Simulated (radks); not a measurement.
The numbers below are computed, except where a source is named.
Valence configurations of the nickel ion Ni+ (all share [Ar]). Code: a radial shooting solver on a logarithmic mesh with Libxc functionals. Model: scalar-relativistic Kohn-Sham, r2SCAN, spin-polarised, spherical densities, finite nucleus; open shells are filled with parallel spins first; meta-GGA in the generalised Kohn-Sham scheme; Fermi nuclear charge, rms radius 3.7757 fm. Order these by energy: 3d7.5 4p1.5; 3d9; 3d8 4s1; 3d7 4p2; 3d8.5 4s0.5; 3d6.5 4p2.5; 3d8.5 4p0.5; 3d7.5 4s1 4p0.5; 3d8 4p1; 3d5 4s2 4p2.

Answer. From the lowest, in eV above it: 3d9 0.000; 3d8.5 4s0.5 0.687; 3d8 4s1 1.625; 3d8.5 4p0.5 3.448; 3d7.5 4s1 4p0.5 6.288; 3d8 4p1 7.656; 3d7.5 4p1.5 12.740; 3d7 4p2 18.800; 3d6.5 4p2.5 25.927; 3d5 4s2 4p2 42.547. NIST lists [Ar] 3d9 as the ground configuration; this level of theory agrees among the configurations tried. The energies are those of spherical high-spin densities, not of single terms.
